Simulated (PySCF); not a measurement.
PySCF job for Cd(OMe)(SeH) (CH4CdOSe), SMILES [O](C)[Cd][SeH], B3LYP-D3(BJ)/def2-SVP. Coordinates come from a B3LYP-D3(BJ)/def2-SVP optimisation. The def2 effective core potentials stand for the cores of Cd; spin–orbit coupling is left out. Other conformers were not sampled.

```python
import numpy as np
from pyscf import gto, scf, dft, df
from pyscf.hessian import thermo

mol = gto.M(
    atom='''
    Cd    0.20014753   -0.08531270   -0.39168177
    O     0.96696091   -0.66491247   -2.13057861
    C     0.76072468   -1.92945453   -2.69473349
    H    -0.30443868   -2.15249096   -2.91690823
    H     1.30130183   -1.98226610   -3.65966593
    H     1.14329212   -2.76579028   -2.07202645
    Se   -0.65170228    0.78310977    1.75172066
    H    -1.88939426    1.26585173    1.10385310
    ''',
    basis='def2-SVP',
    ecp={'Cd': 'def2-svp'},
    charge=0,
    spin=0,
    max_memory=1600,
    verbose=3,
)
mf = dft.RKS(mol, xc='b3lyp').density_fit(auxbasis='def2-universal-jkfit')
mf.disp = 'd3bj'
mf.grids.level = 3
mf.conv_tol = 1e-11
mf.max_cycle = 100
mf.kernel()

# [left out here: the lines that compute and print the analytic Hessian (its translational invariance restored by hand, since the grid's response is missing), thermochemistry and intensities]
```

It prints:

```
converged SCF energy = -2684.75689426735

WARN: DFTD3 does not support analytical Hessian, using finite difference


WARN: Mole.unit (angstrom) is changed to Bohr

Mode                                 0                   1                   2
Irrep
Freq [cm^-1]                       64.7014             74.3702             77.0238
Reduced mass [au]                   6.1793              2.5112              1.0916
Force const [Dyne/A]                0.0152              0.0082              0.0038
Char temp [K]                      93.0909            107.0021            110.8200
Normal mode                   x     y     z       x     y     z       x     y     z
       0  Cd                 0.03  0.05 -0.01   -0.04  0.02 -0.02    0.01 -0.00  0.01
       1   O                -0.02 -0.04 -0.01    0.09 -0.04  0.05    0.01 -0.01  0.00
       2   C                -0.09 -0.08  0.10    0.05 -0.02  0.03   -0.05  0.01 -0.02
       3   H                -0.10 -0.06  0.16    0.08  0.15 -0.27   -0.05  0.13 -0.14
       4   H                -0.13 -0.18  0.08    0.33 -0.14  0.19    0.05 -0.04  0.04
       5   H                -0.09 -0.05  0.15   -0.27 -0.07  0.17   -0.21 -0.03  0.02
       6  Se                -0.02 -0.04  0.00    0.03 -0.01  0.02   -0.00  0.01 -0.01
       7   H                 0.01  0.02 -0.01    0.01  0.03  0.08   -0.40 -0.80  0.14
Mode                                 3                   4                   5
Irrep
Freq [cm^-1]                      138.3106            204.2773            241.9388
Reduced mass [au]                   1.7887              5.1682             13.1689
Force const [Dyne/A]                0.0202              0.1271              0.4542
Char temp [K]                     198.9981            293.9095            348.0961
Normal mode                   x     y     z       x     y     z       x     y     z
       0  Cd                -0.02  0.01 -0.01   -0.01 -0.02  0.01    0.01 -0.03 -0.04
       1   O                 0.12 -0.05  0.07    0.04  0.12  0.01    0.06  0.05 -0.07
       2   C                -0.02  0.01 -0.01   -0.05  0.07  0.14   -0.02  0.01  0.05
       3   H                -0.09 -0.05  0.36   -0.07  0.11  0.20   -0.04  0.05  0.11
       4   H                -0.38  0.16 -0.22   -0.09 -0.06  0.12   -0.06 -0.11  0.03
       5   H                 0.28 -0.03 -0.25   -0.07  0.11  0.21   -0.04  0.05  0.11
       6  Se                 0.01 -0.00  0.00    0.02 -0.01 -0.05   -0.02  0.03  0.06
       7   H                -0.08 -0.14  0.08    0.02 -0.00 -0.04   -0.02  0.03  0.05
Mode                                 6                   7                   8
Irrep
Freq [cm^-1]                      522.5604            589.8980           1119.5745
Reduced mass [au]                   8.9029              1.0337              8.1158
Force const [Dyne/A]                1.4324              0.2119              5.9936
Char temp [K]                     751.8481            848.7318           1610.8184
Normal mode                   x     y     z       x     y     z       x     y     z
       0  Cd                 0.02 -0.01 -0.04    0.01 -0.00  0.00   -0.00  0.00  0.00
       1   O                -0.10 -0.00  0.17   -0.00  0.00 -0.01   -0.02 -0.16 -0.08
       2   C                -0.00  0.07  0.06   -0.00 -0.00 -0.00    0.04  0.18  0.06
       3   H                 0.02  0.04 -0.01   -0.00 -0.00 -0.00    0.02  0.13  0.09
       4   H                 0.05  0.22  0.08    0.00 -0.01 -0.00   -0.02 -0.01  0.02
       5   H                 0.02  0.04 -0.01   -0.00 -0.00  0.00   -0.00  0.14  0.08
       6  Se                -0.00  0.00  0.01   -0.00 -0.00 -0.01   -0.00 -0.00 -0.00
       7   H                -0.01  0.01  0.04   -0.32  0.34  0.87   -0.00  0.00  0.00
Mode                                 9                  10                  11
Irrep
Freq [cm^-1]                     1169.1387           1183.9259           1469.1927
Reduced mass [au]                   1.2779              1.3368              1.0457
Force const [Dyne/A]                1.0292              1.1040              1.3299
Char temp [K]                    1682.1303           1703.4057           2113.8412
Normal mode                   x     y     z       x     y     z       x     y     z
       0  Cd                -0.00  0.00 -0.00   -0.00  0.00  0.00   -0.00  0.00 -0.00
       1   O                -0.04  0.02 -0.03    0.03 -0.01 -0.06   -0.01  0.00 -0.00
       2   C                 0.10 -0.04  0.06   -0.07 -0.01  0.11   -0.05  0.02 -0.03
       3   H                -0.03  0.58  0.12    0.05 -0.15 -0.34   -0.13  0.14  0.44
       4   H                -0.22  0.09 -0.13    0.15  0.62  0.20    0.56 -0.25  0.33
       5   H                -0.24 -0.46 -0.28    0.16 -0.20 -0.28    0.23 -0.17 -0.40
       6  Se                 0.00 -0.00  0.00    0.00 -0.00 -0.00    0.00 -0.00  0.00
       7   H                 0.00  0.00 -0.00   -0.00  0.00  0.00    0.00 -0.00 -0.00
Mode                                12                  13                  14
Irrep
Freq [cm^-1]                     1470.2153           1481.0644           2396.7191
Reduced mass [au]                   1.0652              1.1118              1.0205
Force const [Dyne/A]                1.3566              1.4369              3.4540
Char temp [K]                    2115.3125           2130.9219           3448.3452
Normal mode                   x     y     z       x     y     z       x     y     z
       0  Cd                -0.00  0.00  0.00   -0.00  0.00  0.00    0.00 -0.00  0.00
       1   O                 0.00 -0.01 -0.01   -0.00 -0.02 -0.01    0.00  0.00  0.00
       2   C                 0.02 -0.03 -0.06   -0.02 -0.08 -0.02   -0.00 -0.00 -0.00
       3   H                -0.08 -0.13  0.52   -0.13  0.63 -0.04   -0.00  0.00 -0.00
       4   H                 0.21  0.56  0.06    0.08  0.24  0.03   -0.00  0.00 -0.00
       5   H                -0.44  0.02  0.29    0.42  0.39  0.29    0.00 -0.00  0.00
       6  Se                 0.00 -0.00 -0.00    0.00 -0.00 -0.00    0.01 -0.00  0.01
       7   H                 0.00 -0.00 -0.00    0.00 -0.00 -0.00   -0.83  0.33 -0.42
Mode                                15                  16                  17
Irrep
Freq [cm^-1]                     2933.7462           2982.7289           3024.5409
Reduced mass [au]                   1.0345              1.1050              1.0992
Force const [Dyne/A]                5.2458              5.7920              5.9246
Char temp [K]                    4221.0076           4291.4828           4351.6409
Normal mode                   x     y     z       x     y     z       x     y     z
       0  Cd                -0.00  0.00  0.00   -0.00  0.00 -0.00    0.00 -0.00 -0.00
       1   O                -0.00 -0.00 -0.00   -0.00  0.00 -0.00    0.00  0.00  0.00
       2   C                -0.02 -0.04 -0.00    0.07 -0.03  0.04   -0.05 -0.02  0.07
       3   H                 0.64  0.11  0.13   -0.65 -0.12 -0.11    0.20  0.03  0.06
       4   H                -0.17  0.00  0.29    0.02 -0.01  0.02    0.45 -0.02 -0.78
       5   H                -0.24  0.47 -0.38   -0.22  0.49 -0.40   -0.09  0.16 -0.12
       6  Se                 0.00 -0.00 -0.00    0.00 -0.00  0.00    0.00 -0.00 -0.00
       7   H                -0.00 -0.00 -0.00    0.00 -0.00 -0.00    0.00 -0.00  0.00
temperature 298.1500 [K]
pressure 101325.00 [Pa]
Rotational constants [GHz] 30.97240 0.81839 0.80693
Symmetry number 1
Zero-point energy (ZPE) 0.04817 [Eh]   126468.768 [J/mol]
                           tot       elec      trans        rot        vib
Entropy [J/mol/K]       374.663      0.000    176.206    113.615     84.842
Cv [J/mol/K]             86.175      0.000     12.472     12.472     61.232
Cp [J/mol/K]             94.490      0.000     20.786     12.472     61.232
Internal energy [J/mol]                      3718.434   3718.434 138374.764
Internal energy [Eh]   -2684.70136  -2684.75689
Enthalpy [J/mol]                             6197.391   3718.434 138374.764
Enthalpy [Eh]          -2684.70041
Gibbs free energy [J/mol]                  -46338.503 -30155.871 113079.082
Gibbs free energy [Eh] -2684.74296
static polarisability / bohr^3: [[ 56.73   -9.496 -15.732]
 [ -9.504  61.241  22.634]
 [-15.736  22.636  91.259]]
largest difference of analytic and finite-field dipole derivatives / e: 0.002806222465306263
mode   freq/cm-1   IR/(km/mol)   Raman/(A^4/amu)   depolarisation
   1       64.70         2.521             0.787            0.541
   2       74.37         5.010             0.338            0.713
   3       77.02         3.831             2.213            0.749
   4      138.31        10.407             0.135            0.734
   5      204.28         5.732            11.931            0.262
   6      241.94         5.338            10.916            0.261
   7      522.56        47.704            33.434            0.267
   8      589.90         0.068             2.974            0.619
   9     1119.57       260.918            26.556            0.410
  10     1169.14         0.060             2.868            0.750
  11     1183.93         0.916            20.133            0.133
  12     1469.19         0.727            30.208            0.750
  13     1470.22        12.202            25.794            0.651
  14     1481.06        82.387            22.874            0.705
  15     2396.72        14.014           158.021            0.303
  16     2933.75       176.845           180.036            0.035
  17     2982.73        79.469           110.124            0.750
  18     3024.54        55.481           345.146            0.462
max |gradient| / (hartree/bohr): 7.517347672343866e-05
APT charges: [ 0.841  -0.8683  0.6479 -0.0985 -0.1029 -0.0996 -0.3006 -0.0191]
```

The calculation finished and met its thresholds.
